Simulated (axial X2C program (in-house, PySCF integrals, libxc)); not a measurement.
**TcH⁺: bond constants with and without spin–orbit coupling**

Computed with an axial X2C code built on PySCF integrals. Spin-free means the one-electron spin-free X2C Hamiltonian; two-component (2c) means X2C with spin–orbit coupling and atomic mean-field two-electron Coulomb and Gaunt terms, so the difference of the two also holds small scalar two-electron terms. Basis: Tc dyall-cv3z [12s12p8d5f3g], H dyall-v3z [6s2p1d] (cores contracted in-house); Gaussian nuclei, density fitting, unrestricted open shells. Masses: Tc 98.907 u, H 1.008 u.

Input:
```json
{"zs": [43, 1], "q": 1, "bas": ["dyall-cv3z", "dyall-v3z"], "levels": ["PBE0", "HF", "M06"], "cc": true, "r0": 1.6, "thr": -2.0, "nmax": 90, "npts": 10, "nst": 2, "ntry": 6}
```
```bash
python so2c.py task.json out
```

Keys: zs atomic numbers; q charge; bas basis sets; levels methods; cc coupled cluster on or off; r0 starting distance in Å; thr threshold in hartree for freezing inner shells (an s shell follows its p shell); nmax most natural virtual spinors; npts points on the curve; nst determinants followed; ntry starts of the search. HF also brings MP2.

State, spin-free: M_S = 5/2, Λ = 0 (beyond evenly filled blocks: σα, π+α, π-α, δ+α, δ-α); electrons by block: σα: 10, σβ: 9, π+α: 5, π+β: 4, π-α: 5, π-β: 4, δ+α: 2, δ+β: 1, δ-α: 2, δ-β: 1. Fragments: Tc+ + H.

State, 2c: Ω = 5/2 (⟨Sz⟩ = 2.50, ⟨Lz⟩ = 0.00 at PBE0); electrons by block: 1/2: 14, -1/2: 14, 3/2: 6, -3/2: 6, 5/2: 2, -5/2: 1. Fragments: Tc+ + H.

```json
{"Hamiltonian": "spin-free", "level": "PBE0", "Re (Å)": "1.657", "ωe (cm⁻¹)": "1909.7", "Be (cm⁻¹)": "6.152", "De (eV)": "2.41", "μ (D)": "-1.77"}
{"Hamiltonian": "spin-free", "level": "HF", "Re (Å)": "1.729", "ωe (cm⁻¹)": "1652.9", "Be (cm⁻¹)": "5.655", "De (eV)": "1.02", "μ (D)": "-2.75"}
{"Hamiltonian": "spin-free", "level": "MP2", "Re (Å)": "1.646", "ωe (cm⁻¹)": "1961.9", "Be (cm⁻¹)": "6.238", "De (eV)": "2.02", "μ (D)": "n/a"}
{"Hamiltonian": "spin-free", "level": "CCSD", "Re (Å)": "1.670", "ωe (cm⁻¹)": "1883.4", "Be (cm⁻¹)": "6.06", "De (eV)": "2.24", "μ (D)": "n/a"}
{"Hamiltonian": "spin-free", "level": "CCSD(T)", "Re (Å)": "1.669", "ωe (cm⁻¹)": "1883.4", "Be (cm⁻¹)": "6.065", "De (eV)": "2.30", "μ (D)": "n/a"}
{"Hamiltonian": "spin-free", "level": "M06", "Re (Å)": "1.670", "ωe (cm⁻¹)": "1879.0", "Be (cm⁻¹)": "6.057", "De (eV)": "n/a", "μ (D)": "-1.92"}
{"Hamiltonian": "2c", "level": "PBE0", "Re (Å)": "1.657", "ωe (cm⁻¹)": "1908.8", "Be (cm⁻¹)": "6.151", "De (eV)": "2.41", "μ (D)": "-1.77"}
{"Hamiltonian": "2c", "level": "HF", "Re (Å)": "1.729", "ωe (cm⁻¹)": "1652.9", "Be (cm⁻¹)": "5.655", "De (eV)": "1.02", "μ (D)": "-2.75"}
{"Hamiltonian": "2c", "level": "MP2", "Re (Å)": "1.646", "ωe (cm⁻¹)": "1961.6", "Be (cm⁻¹)": "6.237", "De (eV)": "2.02", "μ (D)": "n/a"}
{"Hamiltonian": "2c", "level": "CCSD", "Re (Å)": "1.670", "ωe (cm⁻¹)": "1882.6", "Be (cm⁻¹)": "6.059", "De (eV)": "2.24", "μ (D)": "n/a"}
{"Hamiltonian": "2c", "level": "CCSD(T)", "Re (Å)": "1.669", "ωe (cm⁻¹)": "1882.5", "Be (cm⁻¹)": "6.064", "De (eV)": "2.30", "μ (D)": "n/a"}
{"Hamiltonian": "2c", "level": "M06", "Re (Å)": "1.670", "ωe (cm⁻¹)": "1877.5", "Be (cm⁻¹)": "6.057", "De (eV)": "n/a", "μ (D)": "-1.92"}
```

Correlated methods: 7 electrons correlated (number of frozen shells: Tc 4 s, 3 p, 1 d; H none), 215 virtual spin orbitals or spinors in MP2, 73 natural virtuals in coupled cluster.

Dipoles are positive if H is the positive end and refer to the centre of mass.

One determinant describes the state; a PBE0 search over occupations chose it and may have missed a lower one. De is counted from the lowest determinant-based energies of the atoms at the same level, without counterpoise correction. De is not given where an atomic determinant may have missed its ground term or J level, or where the truncated virtual space spoils (T). Density functionals use the spin component along the axis (collinear). Coupled cluster ran in a truncated set of natural virtual spinors; the MP2 energy of the rest was added. (T) has no such correction and the atoms are truncated less, which lowers De at CCSD(T) by a hundredth of an eV or more. The functionals have no current-density term, which raises determinants with orbital currents, atoms included. With several unpaired electrons one determinant need not be a pure state. This is the top spin component of a Σ state; components of lower Ω are not single determinants and can lie lower. The determinant is spin-polarised beyond a pure state at some levels (its spin-free form has ⟨S²⟩ too high), which makes Re and μ there less reliable.

Rough cost a point (2c) on 1 thread(s) of a shared host, integrals apart: PBE0 0.7 s, HF 0.5 s, CCSD(T) 2.4 s, M06 1.3 s.

The whole task took 3.5 min on 1 thread of Arm Neoverse N1 (shared host).
